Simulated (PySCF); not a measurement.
C5H9O3 (doublet state).
SMILES with atom numbers: `[OH:1][CH:2][O:3][CH2:4][C@H:5]1[CH2:6][CH2:7][O:8]1` (hydrogens: H9 on O1; H10 on C2; H11, H12 on C4; H13 on C5; H14, H15 on C6; H16, H17 on C7)

Structure used (GFN2-xTB), in Å, numbered top down from 1:
```xyz
17
C5H9O3 angstrom
O      2.3241    0.8779    0.6937
C      2.6671   -0.2685    0.0480
O      1.7720   -1.3196   -0.0729
C      0.4491   -1.1271    0.3536
C     -0.3842   -0.2723   -0.6078
C     -1.8783   -0.1666   -0.2793
C     -1.5987    1.3281   -0.1086
O     -0.2131    1.1433   -0.4114
H      1.4528    1.1844    0.3790
H      3.6600   -0.6185    0.2873
H      0.4214   -0.6764    1.3562
H      0.0101   -2.1285    0.3940
H     -0.1441   -0.5498   -1.6397
H     -2.1751   -0.6837    0.6295
H     -2.5518   -0.4259   -1.0904
H     -2.0770    1.9848   -0.8386
H     -1.7412    1.7306    0.8973
```

The hyperfine couplings belong to this conformer and change with its torsions.

Computed with PySCF, UKS B3LYP, pcH-1 on C H O, non-relativistic, mean-field spin-orbit, GIAO. Geometry: GFN2-xTB, one conformer, isolated molecule. The geometry wasn't refined by DFT: couplings that depend on bond lengths, twists or pyramidal angles can differ widely from those at the functional's own minimum. No stability test was run, so a lower SCF solution isn't excluded.

Task: Give the isotropic g value and a_iso(13C) at C2.

Result: g_iso = 2.00327 and a = +283.06 MHz, or +10.095 mT (Mulliken spin population +0.83). 13C makes up about 1.07 % of the natural element, so this concerns labelled samples or satellites.

Task: Take this nucleus alone (I = 1/2, g_N = 1.4048) with S = 1/2. Where do its 2 lines fall at 33.842 GHz to first order, to second order and exactly?

Result: B0 = hν/(g μB) = 1206.995 mT and a/B0 = 0.0084. B(1) = B0 − a·mI, B(2) = B(1) − a²[I(I+1) − mI²]/(2B0); the exact values solve the Breit–Rabi equation, nuclear Zeeman term included.

```tsv
mI	first order (mT)	second order (mT)	exact (mT)	exact − first order
−1/2	1212.042	1212.021	1212.021	-0.021
+1/2	1201.947	1201.926	1201.926	-0.021
```

Task: Someone takes the midpoint and the distance of the outer exact lines at face value. What g and a result?

Result: Their midpoint, 1206.974 mT, gives an apparent g of 2.00330 (true 2.00327), and their distance over 2I an apparent |a| of 10.096 mT (true 10.095).

Other couplings of abundant isotopes, left aside here: 1 × 1H 15 MHz, 1 × 1H 11 MHz, 1 × 1H 9 MHz.

The run took 58 s wall (with the writing of density and orbital grids) on INTEL XEON PLATINUM 8581C at 2.10 GHz, one thread, no GPU, on a shared host, and the process peaked at 0.97 GiB of memory.
